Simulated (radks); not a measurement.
The numbers below are computed, except where a source is named.
Spherical jellium clusters: N electrons in a uniform positive sphere of charge N and radius rs N^(1/3), rs = 4.43 bohr. Level of theory: non-relativistic Kohn-Sham, PBEsol, spin-polarised, spherical densities (a radial shooting solver with Libxc functionals). Levels are named by radial order and angular momentum (1s, 1p, 1d, 2s, ...), and open shells are averaged over m.

N = 18, configuration 1s2 1p6 1d10. This is the lowest configuration that the search found. Occupied and some empty levels:

level,occupation,eigenvalue (eV),<r> (bohr)
1s,2,-4.4376,6.949
1p,6,-3.7105,8.493
1d,10,-2.8475,9.492
2s,0,-2.5692,7.776
1f,0,-1.8553,10.35
2p,0,-1.3838,9.516

Energy (eV): total -33.6348, kinetic 25.866, external -902.49, Hartree 447.73, exchange-correlation -60.380, background 455.64.

Electron density:

r (bohr),n(r) (e/bohr^3)
0.833,0.001434
1.76,0.001556
2.69,0.001778
3.61,0.002101
4.54,0.002498
5.47,0.002911
6.39,0.003248
7.32,0.003397
8.25,0.003255
9.18,0.002788
10.1,0.002084
11.0,0.001330
12.0,0.0007235
12.9,0.0003473
13.8,0.0001514
14.7,0.00006309
15.7,0.00002571
16.6,0.00001041
17.5,4.117e-06
18.4,1.612e-06
